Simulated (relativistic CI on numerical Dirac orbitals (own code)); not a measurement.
## Ir⁺: resonant inelastic scattering at the L2,3 edge

Computed with this model: Dirac-Coulomb-Breit CI, orbitals from a KLI potential per configuration, model QED, valence Slater integrals scaled by 0.9, Kramers-Heisenberg scattering through one core-hole configuration in a parametric crystal field; configurations [Xe] 4f14 5d8 → [He] 2s2 2p5 3s2 3p6 3d10 4s2 4p6 4d10 4f14 5s2 5p6 5d9; 10 K; core-hole width 5 eV; summed over polarisations. Incident energies are the highest absorption maxima for each field (at most a few, so the weaker spin-orbit partner edge can be absent), on the computed scale of the free ion. Intensities are in per cent of the strongest line above 0.02 eV; levels within 1 cm⁻¹ are merged; final levels count from the ground level, the first row holds all elastic scattering, lines under 0.4 are left out and each table stops after 24 rows. The scale of the Slater integrals is a model choice and moves the terms in proportion. The configuration is assumed, with all valence electrons in the open shell; the free ion's ground configuration is another.

Field parameters in Wybourne normalisation: D3d B²₀ = −7Dσ, B⁴₀ = −14Dq − 21Dτ, B⁴₃ = −14√(10/7) Dq; D4h B²₀ = −7Ds, B⁴₀ = 21(Dq − Dt), B⁴₄ = 21√(5/14) Dq. The field is a parameter set, without covalency.

S is read from ⟨S²⟩ = S(S + 1).

D3d, 10Dq = 22450, Dσ = -1010, Dτ = -260 cm⁻¹:

```csv
Final level (eV),Degeneracy,Irrep,S,11212.7 eV,12823.2 eV
0.000,1,A1,1.00,201.5,10.7
0.005,2,E,0.99,46.7,3.5
1.253,2,E,0.20,31.0,4.8
2.317,1,A1,0.41,8.0,2.8
2.477,2,E,0.99,100.0,7.3
2.482,2,E,0.96,9.2,3.6
2.488,1,A2,0.99,17.7,0.3
2.660,1,A1,0.89,22.1,7.6
2.915,2,E,0.95,21.0,2.7
3.053,1,A2,1.00,41.0,5.2
3.609,2,E,0.86,1.7,7.6
3.702,2,E,0.95,26.1,6.9
3.795,1,A2,0.99,1.3,3.8
3.831,1,A1,0.86,1.0,7.7
3.872,1,A1,0.96,27.1,3.6
3.902,2,E,0.62,8.2,8.2
4.030,2,E,0.84,27.1,7.5
4.308,1,A1,0.32,8.9,5.0
4.596,2,E,0.18,8.1,13.7
4.736,1,A2,0.15,2.2,3.3
5.496,1,A1,0.92,0.2,0.5
5.635,1,A2,0.97,0.3,0.5
5.715,2,E,0.98,2.1,0.4
5.899,2,E,0.93,0.3,0.6
```

D4h, 10Dq = 11050, Ds = 2540, Dt = 50 cm⁻¹:

| Final level (eV) | Degeneracy | Irrep | S | 11211.9 eV |
| --- | --- | --- | --- | --- |
| 0.000 | 2 | E | 0.99 | 520.3 |
| 0.003 | 1 | B2 | 0.99 | 68.6 |
| 0.320 | 1 | A1 | 0.43 | 23.0 |
| 0.789 | 1 | A1 | 0.98 | 83.6 |
| 0.902 | 1 | A2 | 0.94 | 67.7 |
| 0.922 | 1 | B1 | 0.69 | 37.6 |
| 0.981 | 2 | E | 0.96 | 43.2 |
| 1.504 | 2 | E | 0.98 | 100.0 |
| 1.551 | 1 | B1 | 0.93 | 11.2 |
| 1.562 | 2 | E | 0.99 | 25.8 |
| 1.626 | 1 | A1 | 0.81 | 4.7 |
| 1.658 | 1 | B2 | 0.98 | 35.9 |
| 1.832 | 1 | B1 | 0.73 | 19.1 |
| 2.101 | 1 | A2 | 0.29 | 8.3 |
| 2.212 | 1 | A1 | 0.74 | 17.3 |
| 2.377 | 2 | E | 0.60 | 14.7 |
| 2.506 | 1 | B2 | 0.61 | 2.9 |
| 2.634 | 1 | A2 | 0.94 | 0.9 |
| 2.848 | 2 | E | 0.83 | 17.6 |
| 2.869 | 1 | B2 | 0.90 | 37.6 |
| 3.039 | 1 | B1 | 0.89 | 19.2 |
| 3.245 | 1 | A1 | 0.62 | 7.4 |
| 3.579 | 1 | B1 | 0.98 | 36.1 |
| 3.614 | 1 | A1 | 0.71 | 3.4 |

For the first field the strongest loss at the lowest incident energy is the level at 2.48 eV (S = 0.99, against 1.00 in the thermal ground state). Levels of other spin, the first over 8 % at 1.25 eV, appear because spin-orbit coupling of the core hole, and in heavier ions of the valence shell too, mixes spins.
